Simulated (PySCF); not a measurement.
Al(H)(Me)(NH2) (CH6AlN), SMILES [CH3][AlH][NH2].

Geometry optimised at B3LYP-D3(BJ)/def2-TZVP. The values are those of a single conformer.

All values below come from B3LYP-D3(BJ)/def2-TZVP in PySCF.

Frequencies are harmonic and unscaled.

Computed normal modes with their intensities:
```json
[
 {"mode": "1", "ν (cm⁻¹)": "62", "IR (km/mol)": "0.1", "moving atoms (share of kinetic energy)": "H 92 %"},
 {"mode": "2", "ν (cm⁻¹)": "187", "IR (km/mol)": "3.2", "moving atoms (share of kinetic energy)": "H 36 %, Al 25 %, N 22 %, C 18 %"},
 {"mode": "3", "ν (cm⁻¹)": "338", "IR (km/mol)": "37.4", "moving atoms (share of kinetic energy)": "H 87 %, Al 10 %"},
 {"mode": "4", "ν (cm⁻¹)": "443", "IR (km/mol)": "185.0", "moving atoms (share of kinetic energy)": "H 80 %, N 19 %"},
 {"mode": "5", "ν (cm⁻¹)": "515", "IR (km/mol)": "20.4", "moving atoms (share of kinetic energy)": "H 97 %"},
 {"mode": "6", "ν (cm⁻¹)": "521", "IR (km/mol)": "21.6", "moving atoms (share of kinetic energy)": "H 95 %"},
 {"mode": "7", "ν (cm⁻¹)": "602", "IR (km/mol)": "2.0", "moving atoms (share of kinetic energy)": "C 47 %, H 26 %, Al 16 %, N 10 %"},
 {"mode": "8", "ν (cm⁻¹)": "678", "IR (km/mol)": "60.2", "moving atoms (share of kinetic energy)": "H 75 %, C 17 %, Al 8 %"},
 {"mode": "9", "ν (cm⁻¹)": "730", "IR (km/mol)": "42.3", "moving atoms (share of kinetic energy)": "H 67 %, C 18 %, N 8 %"},
 {"mode": "10", "ν (cm⁻¹)": "747", "IR (km/mol)": "130.8", "moving atoms (share of kinetic energy)": "H 69 %, N 21 %, Al 9 %"},
 {"mode": "11", "ν (cm⁻¹)": "837", "IR (km/mol)": "210.2", "moving atoms (share of kinetic energy)": "Al 42 %, N 34 %, H 21 %"},
 {"mode": "12", "ν (cm⁻¹)": "1237", "IR (km/mol)": "23.0", "moving atoms (share of kinetic energy)": "H 80 %, C 19 %"},
 {"mode": "13", "ν (cm⁻¹)": "1454", "IR (km/mol)": "1.5", "moving atoms (share of kinetic energy)": "H 95 %"},
 {"mode": "14", "ν (cm⁻¹)": "1455", "IR (km/mol)": "1.0", "moving atoms (share of kinetic energy)": "H 95 %"},
 {"mode": "15", "ν (cm⁻¹)": "1575", "IR (km/mol)": "53.4", "moving atoms (share of kinetic energy)": "H 90 %, N 10 %"},
 {"mode": "16", "ν (cm⁻¹)": "1927", "IR (km/mol)": "212.8", "moving atoms (share of kinetic energy)": "H 97 %"},
 {"mode": "17", "ν (cm⁻¹)": "3015", "IR (km/mol)": "6.8", "moving atoms (share of kinetic energy)": "H 97 %"},
 {"mode": "18", "ν (cm⁻¹)": "3074", "IR (km/mol)": "12.1", "moving atoms (share of kinetic energy)": "H 91 %, C 9 %"},
 {"mode": "19", "ν (cm⁻¹)": "3091", "IR (km/mol)": "15.8", "moving atoms (share of kinetic energy)": "H 91 %, C 9 %"},
 {"mode": "20", "ν (cm⁻¹)": "3565", "IR (km/mol)": "14.1", "moving atoms (share of kinetic energy)": "H 96 %"},
 {"mode": "21", "ν (cm⁻¹)": "3649", "IR (km/mol)": "16.8", "moving atoms (share of kinetic energy)": "H 92 %, N 8 %"}
]
```
